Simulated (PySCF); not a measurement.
Coordinates in bohr (charge 0 multiplicity 1):
```
W     0.0000    0.0000    1.3125
O     0.0000    2.5659    3.2237
O     0.0000   -2.5659    3.2237
I     4.1664    0.0000   -1.3582
I    -4.1664    0.0000   -1.3582
```

Level of theory: PySCF, PBE0, basis W def2-SVP with ECP60, O def2-SVP, I def2-SVP with ECP28 (scalar-relativistic core potentials, no spin–orbit coupling, density fitting).

This geometry of WO2I2 is a stationary point at this level.

(1) What is the point group?

(2) Is it a minimum?

(3) Which band is strongest in the infrared?

(4) Give the atomic charges and bond orders.

(5) Give the ideal-gas entropy at 298.15 K and 1 bar by parts.

Results:

(1) C2v.

(2) Yes: all harmonic wavenumbers are real, though the softest, 56 cm⁻¹, leaves little margin.

(3) 1018 cm⁻¹ (b2), 132 km/mol.

(4) 
```tsv
atom	Mulliken	Löwdin	polar tensor	Mayer order to W1
W1	0.88	-0.27	1.86	–
O2,3	-0.28	-0.09	-0.61	2.13
I4,5	-0.16	0.22	-0.33	1.14
```

(5) translation 185.6, rotation 127.7, vibration 71.7, spin 0.0; total 385.0 J/(mol K).

Only a few start shapes were tried, so a lower isomer may exist. No spin–orbit coupling is included, which matters more the heavier the element.
